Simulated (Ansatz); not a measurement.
SnHMe2Et (C4H12Sn). Charge 0, multiplicity 1. Geometry B3LYP-D4/def2-SVP; atoms count from 1.

Cartesian coordinates in Å:
```
C -1.2836 0.2760 -1.7614
C -1.2770 -2.1049 0.8792
C 1.4401 0.1960 0.5218
C 1.9061 1.6283 0.2523
Sn -0.7168 -0.0832 0.3076
H -1.5360 1.0551 1.3264
H -2.3738 0.1901 -1.8810
H -0.7966 -0.4633 -2.4151
H -0.9730 1.2839 -2.0740
H -0.9935 -2.2988 1.9243
H -0.7645 -2.8327 0.2324
H -2.3635 -2.2434 0.7761
H 1.9236 -0.5141 -0.1702
H 1.7144 -0.1244 1.5405
H 3.0004 1.7306 0.3586
H 1.6493 1.9588 -0.7681
H 1.4443 2.3459 0.9507
```

In the def2 sets Sn takes a core potential; there is no spin–orbit coupling. Another isomer (singlet) lies 0.36 eV lower at PBE0-D4/def2-TZVP; other spin states weren't run for this one.

(1) Estimate the Mulliken populations from the PBE0/def2-TZVP orbitals of Ansatz.

(2) And the Mayer bond orders between heavy atoms (over 0.3)?

Results:

(1) 
| atom | charge (e) |
| --- | --- |
| C1 | -0.66 |
| C2 | -0.65 |
| C3 | -0.45 |
| C4 | -0.38 |
| Sn5 | 0.74 |
| H6 | -0.08 |
| H7 | 0.14 |
| H8 | 0.14 |
| H9 | 0.14 |
| H10 | 0.14 |
| H11 | 0.14 |
| H12 | 0.14 |
| H13 | 0.12 |
| H14 | 0.12 |
| H15 | 0.12 |
| H16 | 0.12 |
| H17 | 0.13 |
Mulliken values depend strongly on the basis.

(2) C1–Sn5 0.89 (2.18 Å); C2–Sn5 0.89 (2.17 Å); C3–C4 1.00 (1.53 Å); C3–Sn5 0.88 (2.19 Å).
